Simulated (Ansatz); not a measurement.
`[F][Hf]([F])([Cl])[Cl]`. Total charge 0; spin multiplicity 1. Hf: def2 effective core potential.

Question: List the harmonic frequencies (cm⁻¹, unscaled) at PBE0-D4/def2-TZVP in Ansatz. (Estimate.)

Answer: The calculation gave: 99, 118, 138, 149, 168, 388, 395, 660, 672.

Question: Is this a minimum?

Answer: Yes, all 9 modes are real.

Question: Give the ideal-gas thermochemistry at 298.15 K and 1 bar (rigid rotor, harmonic oscillator; point group C2v, symmetry number 2).

Answer: Zero-point energy 16.7 kJ/mol; H(298) − E = 37.7 kJ/mol; entropy 366.9 J/(mol·K), of which translation 179.5, rotation 115.2, vibration 72.2; G(298) − E = -71.6 kJ/mol. Modes under 100 cm⁻¹ are hindered rotations or soft bends, so the harmonic entropy is rough.

Question: And at 400, 500, 600, 800 and 1000 K?

Answer: 
| T (K) | H − E (kJ/mol) | S (J/mol/K) | G − E (kJ/mol) |
| --- | --- | --- | --- |
| 400 | 47.5 | 395.1 | -110.5 |
| 500 | 57.6 | 417.5 | -151.2 |
| 600 | 67.8 | 436.2 | -193.9 |
| 800 | 88.7 | 466.2 | -284.3 |
| 1000 | 109.9 | 489.9 | -380.0 |

Question: Rotational constants (cm⁻¹)?

Answer: 0.06741, 0.0482, 0.03993.
